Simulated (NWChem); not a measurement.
Program: NWChem. System: H₄F₂GeOSi, charge 0, spin multiplicity 1, at a geometry optimised with B3LYP/def2-SVP. The structure started from a generated list of species. Level: MP2/def2-SVP, 17 core orbitals frozen.

The NWChem input:

```
start mol
memory heap 200 mb stack 800 mb global 1000 mb
geometry units angstroms nocenter noautoz noautosym
  Si     1.520860    -0.388994     0.315630
  F      1.257775    -0.858679     1.838680
  F      2.068208     1.127081     0.421816
  O      0.144976    -0.439992    -0.542344
  Ge    -1.533573     0.209356    -0.573621
  H      2.551551    -1.241252    -0.289738
  H     -2.240014    -0.237061     0.719651
  H     -2.175002    -0.414207    -1.822743
  H     -1.447900     1.743352    -0.675827
end
basis spherical
  * library def2-svp
end
scf
  rhf
  nopen 0
  maxiter 100
  thresh 1e-7
  semidirect memsize 60000000 filesize 0
end
mp2
  freeze core 17
end
task mp2 energy
```

Part of the output:

```
             Northwest Computational Chemistry Package (NWChem) 7.3.0
             --------------------------------------------------------

                                NWChem Input Module
                                -------------------

 Scaling coordinates for geometry "geometry" by  1.889725989
 (inverse scale =  0.529177249)

                             Geometry "geometry" -> ""
                             -------------------------

 Output coordinates in angstroms (scale by  1.889725989 to convert to a.u.)

  No.       Tag          Charge          X              Y              Z
 ---- ---------------- ---------- -------------- -------------- --------------
    1 Si                  14.0000     1.52086000    -0.38899400     0.31563000
    2 F                    9.0000     1.25777500    -0.85867900     1.83868000
    3 F                    9.0000     2.06820800     1.12708100     0.42181600
    4 O                    8.0000     0.14497600    -0.43999200    -0.54234400
    5 Ge                  32.0000    -1.53357300     0.20935600    -0.57362100
    6 H                    1.0000     2.55155100    -1.24125200    -0.28973800
    7 H                    1.0000    -2.24001400    -0.23706100     0.71965100
    8 H                    1.0000    -2.17500200    -0.41420700    -1.82274300
    9 H                    1.0000    -1.44790000     1.74335200    -0.67582700

 Effective nuclear repulsion energy (a.u.)     457.4416751633

            Nuclear Dipole moment (a.u.)
            ----------------------------
        X                 Y               Z
 ---------------- ---------------- ----------------
    -0.0000113384    -0.0000188973     0.0000056692


 Summary of "ao basis" -> "" (spherical)
 ------------------------------------------------------------------------------
       Tag                 Description            Shells   Functions and Types
 ---------------- ------------------------------  ------  ---------------------
 *                          def2-svp                  on all atoms

 Summary of "ao basis" -> "ao basis" (spherical)
 ------------------------------------------------------------------------------
       Tag                 Description            Shells   Functions and Types
 ---------------- ------------------------------  ------  ---------------------
 Si                         def2-svp                 8       18   4s3p1d
 F                          def2-svp                 6       14   3s2p1d
 O                          def2-svp                 6       14   3s2p1d
 Ge                         def2-svp                12       32   5s4p3d
 H                          def2-svp                 3        5   2s1p

                                 NWChem SCF Module
                                 -----------------

  ao basis        = "ao basis"
  functions       =   112
  atoms           =     9
  closed shells   =    38
  open shells     =     0
  charge          =   0.00
  wavefunction    = RHF
  use symmetry    = F
  symmetry adapt  = F

 Summary of "ao basis" -> "ao basis" (spherical)
 ------------------------------------------------------------------------------
       Tag                 Description            Shells   Functions and Types
 ---------------- ------------------------------  ------  ---------------------
 Si                         def2-svp                 8       18   4s3p1d
 F                          def2-svp                 6       14   3s2p1d
 O                          def2-svp                 6       14   3s2p1d
[...]
 Vector   40  Occ=0.000000D+00  E= 1.799911D-01
              MO Center= -1.3D+00,  2.8D-01, -3.5D-01, r^2= 5.1D+00
   Bfn.  Coefficient  Atom+Function         Bfn.  Coefficient  Atom+Function
  ----- ------------  ---------------      ----- ------------  ---------------
   104      1.464019  8 H  s                 77      1.437142  5 Ge pz
    76      0.891875  5 Ge py                99     -0.632067  7 H  s
   109     -0.608785  9 H  s                 64     -0.254091  5 Ge s
    75      0.250315  5 Ge px                13      0.232602  1 Si pz
    55     -0.184007  4 O  pz                49      0.170580  4 O  s

 Vector   41  Occ=0.000000D+00  E= 1.811959D-01
              MO Center= -1.2D+00,  1.3D-02, -6.6D-01, r^2= 5.5D+00
   Bfn.  Coefficient  Atom+Function         Bfn.  Coefficient  Atom+Function
  ----- ------------  ---------------      ----- ------------  ---------------
    76      1.323866  5 Ge py                99      1.212227  7 H  s
   109     -1.215014  9 H  s                 77     -0.915360  5 Ge pz
    75      0.529508  5 Ge px                12     -0.376186  1 Si py
    13      0.270903  1 Si pz                21     -0.168797  2 F  s
    35      0.167028  3 F  s                 11     -0.151479  1 Si px

 center of mass
 --------------
 x =  -0.10216218 y =   0.02959311 z =  -0.01638456

 moments of inertia (a.u.)
 ------------------
         561.890799349429          77.475120347655        -500.835645034707
          77.475120347655        1685.827358448894         105.963864125957
        -500.835645034707         105.963864125957        1506.168865286337

  Mulliken analysis of the total density
  --------------------------------------

    Atom       Charge   Shell Charges
 -----------   ------   -------------------------------------------------------
    1 Si  14    12.54   2.00  1.99  0.77 -0.04  5.94  1.00  0.36  0.52
    2 F    9     9.48   1.99  1.11  0.83  3.34  2.20  0.01
    3 F    9     9.48   1.99  1.11  0.83  3.34  2.20  0.01
    4 O    8     8.87   1.99  1.03  0.77  2.87  2.21  0.01
    5 Ge  32    31.10   2.00  2.00  2.00  0.98  0.11  6.00  5.98  1.22  0.62  8.16  1.80  0.23
    6 H    1     1.17   0.75  0.40  0.01
    7 H    1     1.12   0.72  0.39  0.01
    8 H    1     1.13   0.72  0.39  0.01
    9 H    1     1.12   0.72  0.39  0.01

       Multipole analysis of the density wrt the origin
       ------------------------------------------------

     L   x y z        total         open         nuclear
     -   - - -        -----         ----         -------
     0   0 0 0     -0.000000      0.000000     76.000000

     1   1 0 0     -0.778246      0.000000     -0.000011
     1   0 1 0     -0.087301      0.000000     -0.000019
     1   0 0 1     -0.558030      0.000000      0.000006

     2   2 0 0    -33.166222      0.000000    638.863037
     2   1 1 0     -2.510010      0.000000    -43.092277
     2   1 0 1     -0.868188      0.000000    233.899684
     2   0 2 0    -36.622245      0.000000     99.797853
     2   0 1 1      0.251577      0.000000    -49.343899
     2   0 0 2    -37.969901      0.000000    181.003529

                   NWChem MP2 Semi-direct Energy/Gradient Module
                   ---------------------------------------------

  Basis functions       =    112
  Molecular orbitals    =    112
  Frozen core           =     17
  Frozen virtuals       =      0
  Active alpha occupied =     21
  Active beta occupied  =     21
  Active alpha virtual  =     74
  Active beta virtual   =     74
  Use MO symmetry       = F
  Use skeleton AO sym   = F

  AO/Fock/Back tols     =   1.0D-09  1.0D-09  1.0D-09

 GA uses MA = F    GA memory limited = T

 Available:
  local mem=  1.15D+08
 global mem=  1.31D+08
 local disk=  0.00D+00
  mp2_memr nvloc                    74
  nvloc new                    74
   1 passes of  21:        3145728                      65216                  29514577.
   1 passes of  21: M    114682564           G      131046912           F     111536836.

 Semi-direct pass number   1 of   1  for RHF alpha+beta  at        5.7s
  vrange nnbf                  5582
  mp2_eaftype                   112  avail_ma_in_mb                   999
 EAF : mp2_eaftype filesize         112   14757289.
  mp2_eaf for mointskh                    112
Node 0 wrote     69.4 Mb in      0.0 s     Agg I/O rate:  1997.2 Mb/s
 Done moints_semi at       12.3s
  mp2_eaftype                   112  avail_ma_in_mb                   887
 EAF : mp2_eaftype filesize         112   14757289.
  mp2_eaf for kh                   112
 Done maket at       12.8s
 Done multipass loop at       12.8s

          -------------------------------------------
          SCF energy               -2639.991470269415
          Correlation energy          -0.877608614321
          Singlet pairs               -0.520792101880
          Triplet pairs               -0.356816512441
          Total MP2 energy         -2640.869078883736
          -------------------------------------------

          ---------------------------------------------------
                    Spin Component Scaled (SCS) MP2
          Same spin pairs                     -0.237877674961
          Same spin scaling factor             0.333333333333
          Opposite spin pairs                 -0.639730939360
          Opposite spin scaling fact.          1.200000000000
          SCS-MP2 correlation energy          -0.846969685553
          Total SCS-MP2 energy             -2640.838439954967
          ---------------------------------------------------

 -----------------------
 Performance information
 -----------------------

 Timer overhead =  1.97D-07 seconds/call

               Nr. of calls         CPU time (s)                 Wall time (s)                GFlops
             ---------------    -------------------     ------------------------------   -------------------
Name         Min   Avg   Max    Min     Avg     Max     Min     Avg     Max   Mx/calls   Min     Max     Sum
mp2: moin     1     1     1    6.6     6.6     6.6      6.6     6.6     6.6     6.6      0.0     0.0     0.0
mp2: make     1     1     1   0.54    0.54    0.54     0.54    0.54    0.54    0.54      0.0     0.0     0.0
mp2: tota     1     1     1    7.1     7.1     7.1      7.1     7.1     7.1     7.1      0.0     0.0     0.0

 The average no. of pstat calls per process was 3.00D+00
 with a timing overhead of 5.92D-07s

 Task  times  cpu:       12.8s     wall:       12.8s

 Total times  cpu:       12.8s     wall:       12.8s
```
